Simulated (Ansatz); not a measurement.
Consider the redistribution: `[SiH3][O][In]([O][SiH3])[O][SiH3]` + `CO[SiH2]S` → `[SiH3][O][In]([SH])[O][SiH3]` + `CO[SiH2]O[SiH3]`.

Computed with Ansatz on PBE0-D4/def2-TZVP structures; ΔE is electronic, products minus reactants. CBS: MP2 limit from def2 TZ/QZ plus the TZ coupled-cluster correction, frozen cores. This one scheme is used for every species. Functionals use def2-TZVPP. B3LYP here is the variant with VWN-RPA as its local correlation; programs differ in this. Elements past krypton have def2 core potentials. For In outer-core shells are correlated without core-valence functions, which leaves a few kJ/mol of doubt a bond. One conformer a species, not always the lowest.

```csv
level,ΔE (kcal/mol),difference from CCSD(T)/CBS
PBE-D4,-28.1,1.2
PBE0-D4,-29.7,-0.4
B3LYP-D4,-31.1,-1.8
ωB97X-V,-29.4,-0.1
ωB97M-V,-30.5,-1.2
PBE,-27.8,1.5
r2SCAN,-29.8,-0.5
PBE0,-29.5,-0.2
B3LYP,-30.7,-1.4
HF/def2-TZVPP,-33.3,-4.0
MP2/def2-TZVPP,-29.9,-0.6
CCSD/def2-TZVPP,-30.5,-1.2
HF/def2-QZVPP,-33.2,-3.9
MP2/def2-QZVPP,-29.6,-0.3
HF/CBS(def2),-33.2,-3.9
MP2/CBS(def2),-29.4,-0.1
CCSD(T)/CBS,-29.3,0
```

Largest T1 diagnostic among the species: 0.015.

From PBE to PBE0 (25 % exact exchange), in def2-TZVPP and without D4, ΔE moves by −1.7 kcal/mol. In def2-TZVPP, CCSD(T) changes the Hartree–Fock value by +3.5 kcal/mol (the triples alone add +0.7 kcal/mol) and MP2 by +3.3 kcal/mol.
